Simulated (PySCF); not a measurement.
C₃H₉NSi.

```xyz
14

Si     1.7453     0.2956     0.2565
C      0.0842    -0.3616    -0.3705
C     -0.9532    -0.9008     0.6442
C     -1.9772    -0.0427    -0.1158
N     -0.8702     0.7151    -0.7014
H      2.3814     1.1495    -0.7945
H      1.5235     1.1152     1.4858
H      2.6852    -0.8250     0.5847
H      0.2309    -1.0965    -1.1898
H     -1.1134    -1.9869     0.6674
H     -0.7799    -0.5401     1.6689
H     -2.6893     0.5529     0.4802
H     -2.5545    -0.6449    -0.8456
H     -0.9494     0.9628    -1.6847
```

Coordinates come from a PBE0-D3(BJ)/def2-SVP optimisation. The structure was generated by enumeration; whether it is a known compound was not checked.

These are B3LYP/pcSseg-1 (PySCF) values and carry that method's errors. Non-relativistic, no solvent.

Problem. Give the absolute GIAO shielding of each atom: isotropic value and principal components (ppm). (Estimate from the structure and the level; the computed values follow.)

Solution. 
```tsv
atom	σ(iso)	σ11	σ22	σ33	span
Si1	402.7	349.7	403.6	454.7	105.0
C2	129.4	96.9	124.8	166.4	69.5
C3	150.9	137.2	144.9	170.5	33.3
C4	125.1	97.9	118.6	158.8	60.9
N5	215.9	166.2	236.7	244.8	78.7
H6	27.6	24.6	25.7	32.5	7.9
H7	27.7	24.8	26.7	31.6	6.9
H8	27.6	24.5	25.6	32.7	8.2
H9	27.5	25.5	27.0	30.1	4.6
H10	29.4	25.8	27.8	34.7	8.9
H11	29.1	26.6	28.2	32.5	6.0
H12	27.9	24.6	25.1	33.9	9.3
H13	27.5	24.4	26.2	31.8	7.4
H14	31.2	24.6	29.1	39.8	15.2
```
